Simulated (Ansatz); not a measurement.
Saddle point of SiNH6ClO, closed shell (SiNH₅O ([NH2][SiH2][OH]) + HCl → SiNH₄Cl ([NH2][SiH2][Cl]) + H₂O; bonds formed: Si1–Cl7, O2–H6; bonds broken: Si1–O2, H6–Cl7), PBE0-D4/def2-TZVP structure:

```
10
angstrom
Si -0.0121 -0.4790 -0.2188
O 1.2615 -0.0029 1.2522
H 0.6851 -1.6046 -0.8757
H -0.7184 -1.1372 0.9440
N -1.4056 0.2755 -0.8341
H 1.7557 0.7764 0.9399
Cl 1.3083 1.0528 -1.2272
H 0.8471 0.1558 2.1077
H -1.4031 0.9213 -1.6043
H -2.3185 0.0420 -0.4835
```

Energies are electronic, without zero-point energy. Barriers and step energies count from the start structure reached by relaxing down the imaginary mode; all methods use the PBE0-D4 structures, on which another method's saddle can fall below an end. Program: Ansatz 0.2.0. Basis: def2-TZVPP, with def2-QZVPP for the basis limit. Cores are frozen in the correlated methods. B3LYP uses VWN-RPA correlation. Extrapolation: Hartree–Fock as exp(−7.88 √X), correlation as X^−2.97.

```csv
method,barrier (kJ/mol),step energy (kJ/mol)
SPW92,50.0,15.5
PBE-D4,65.3,3.5
BLYP-D4,?,9.7
r2SCAN-D4,70.4,6.7
B97M-V,71.4,6.1
PBE0-D4,68.3,2.7
B3LYP-D4,?,9.2
r2SCAN0-D4,71.5,5.3
BHLYP-D4,85.7,8.7
CAM-B3LYP-D4,84.3,13.6
wB97X-V,75.9,5.5
wB97M-V,69.7,4.2
B2PLYP,84.2,9.3
PBE-QIDH,72.5,4.4
RPA on PBE,85.8,8.8
HF,107.8,5.2
MP2,?,7.2
CCSD,86.6,8.1
CCSD(T),82.2,8.2
```

Task: Fill in the withheld barriers. (An estimate is asked for; the value comes from the calculation.)

Result: By the calculation: B3LYP-D4 82.7; BLYP-D4 81.4; MP2 77.6 kJ/mol. Each is the energy of the saddle less that of the start structure, by the same method.

For comparison, the barrier by CCSD(T) at an estimated basis limit (MP2 extrapolated from triple and quadruple zeta, plus CCSD(T) − MP2 in triple zeta) is 75.7 kJ/mol.

The T1 diagnostic stays at or below 0.011.

Hydrogen chloride, the by-product of chloride precursors, can attack films and sites by steps of this kind.

Labels in which every atom is bracketed show which atoms are joined, not bond orders.

For scale, one of the runs: CCSD(T)/def2-TZVPP, 230 basis functions, launched by `ansatz run in.yaml --threads 4 --pin off --events-out ev --progress --plain --max-ram 9574MiB`. Hardware: 4 CPU threads of an Arm Neoverse V2, shared host. Wall time 85 s; peak host memory 3.8 GiB.
